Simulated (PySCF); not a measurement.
H4F6Si4, SMILES F[Si](F)(F)[SiH2][SiH2][Si](F)(F)F, GFN2-xTB optimised geometry.

```
14

F     -1.87     2.64    -1.04
Si    -1.95     1.06    -1.18
F     -3.52     0.82    -1.23
F     -1.59     0.54     0.29
Si    -0.67     0.02    -2.75
Si     0.87    -1.43    -1.72
Si     1.93    -0.36     0.00
F      3.52    -0.36     0.00
F      1.61    -0.81     1.49
F      1.60     1.20     0.00
H     -1.56    -0.69    -3.69
H      0.00     1.04    -3.57
H      0.22    -2.64    -1.20
H      1.89    -1.92    -2.67
```

Density from PBE/def2-TZVP (PySCF) at that geometry.

Minimum of the electron density along straight lines between bonded atoms, close to the bond critical point (lines longer than 1.1 times the sum of covalent radii, or with two minima, are not listed):

```
bond     length / Å  ρ at the minimum / e bohr⁻³  ∇²ρ there / e bohr⁻⁵  position (fraction from the first atom)
-------  ----------  ---------------------------  --------------------  ---------------------------------------
F1–Si2        1.587                        0.145                  1.02                                     0.58
Si2–F3        1.591                        0.143                  1.00                                     0.42
Si2–F4        1.594                        0.142                  0.99                                     0.42
Si2–Si5       2.284                        0.099                 -0.12                                     0.63
Si5–Si6       2.343                            ?                     ?                                     0.50
Si6–Si7       2.285                        0.098                 -0.12                                     0.37
Si7–F8        1.591                        0.143                  1.00                                     0.42
Si7–F9        1.587                        0.145                  1.02                                     0.42
Si7–F10       1.594                        0.142                  0.99                                     0.42
Si5–H11       1.473                        0.121                  0.16                                     0.50
Si5–H12       1.474                        0.121                  0.17                                     0.50
Si6–H13       1.474                        0.121                  0.17                                     0.50
Si6–H14       1.473                        0.121                  0.16                                     0.50
```

Question: What belongs in the gaps?

Answer: 
- Si5–Si6, ρ at the minimum / e bohr⁻³: 0.089
- Si5–Si6, ∇²ρ there / e bohr⁻⁵: -0.14
